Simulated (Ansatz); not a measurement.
Ansatz (a quantum-chemistry and plane-wave program) input:
A basis named .json is the Basis Set Exchange file of that set.

Ansatz 0.2 input:
```yaml
crystal:
  periodic: [false, false, false]
  atoms:
    - {symbol: Li, position_ang: [-0.00000000, -0.00000000, -1.22408035]}
    - {symbol: O, position_ang: [0.00000000, 0.00000000, 0.45903013]}
basis:
  gaussian:
    orbitals: def2-QZVPP.json
    fitting: {mean_field: def2-universal-jkfit, correlation: def2-QZVPP-RIFIT.json}
magnetization: {spin_polarized: true, initial_magnetization: 1}
correlation: {method: mp2, electrons: outside_noble_gas}
```

### Question
What final total energy does it print?

### Answer
-82.54073 Eh (RI-MP2/def2-QZVPP). The basis has 92 functions.
